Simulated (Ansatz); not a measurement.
Reaction (ligand exchange at a B–N bond): `BNC(=N)F` + `N[SiH3]` → `BN[SiH3]` + `N=C(N)F`

Program: Ansatz. Geometries: PBE0-D4/def2-TZVP. ΔE: electronic, gas phase. CBS: MP2 limit from def2 TZ/QZ plus the TZ coupled-cluster correction, frozen cores. This one scheme is used for every species. One conformer a species, not always the lowest.

`BNC(=N)F`:

Cartesian coordinates in Å:
```
B 0.240 1.390 0.644
N 0.566 0.049 0.369
C -0.157 -0.841 -0.397
N -1.234 -0.623 -0.981
F 0.490 -2.026 -0.428
H 1.003 1.995 1.334
H -0.754 1.857 0.192
H 1.408 -0.357 0.747
H -1.561 -1.443 -1.480
```

`N[SiH3]`:

Cartesian coordinates in Å:
```
N 0.350 -0.568 0.832
Si -0.259 0.420 -0.437
H 1.341 -0.599 1.008
H -0.070 -1.466 1.009
H 0.344 1.770 -0.294
H 0.028 -0.049 -1.826
H -1.736 0.492 -0.292
```

`BN[SiH3]`:

```xyz
9

B     1.540   -0.172   -0.167
N     0.201   -0.561   -0.269
Si   -1.194    0.359    0.233
H     1.799    0.896    0.309
H     2.402   -0.908   -0.555
H     0.024   -1.470   -0.677
H    -2.093    0.611   -0.924
H    -0.707    1.638    0.795
H    -1.970   -0.394    1.254
```

`N=C(N)F`:

Z-matrix (Å, degrees):
```
C
N 1 1.356
F 1 1.350 2 109.8
N 1 1.252 2 126.2 3 178.1
H 2 1.004 1 117.5 3 23.3
H 2 1.005 1 115.5 3 168.2
H 4 1.013 1 111.7 2 -175.8
```

```csv
species,CCSD(T)/CBS(def2) energy (Eh)
`BNC(=N)F`,-274.46558
`N[SiH3]`,-346.80422
`BN[SiH3]`,-372.22946
`N=C(N)F`,-249.04648
```

Q: Work out ΔE.

A: ΔE = (-372.22946) + (-249.04648) − (-274.46558) − (-346.80422) = -0.00614 Eh = -16.1 kJ/mol.

Largest T1 diagnostic among the species: 0.014.

At CCSD(T), def2-SVP lies −4.0 kJ/mol from the extrapolated value and def2-TZVPP −0.5 kJ/mol. Leaving LDA and LC-ωPBE aside and taking each functional with its dispersion term where it has one, the values, not all of them listed here, spread over 2.3 kJ/mol, from PBE-D4 to ωB97X-V.
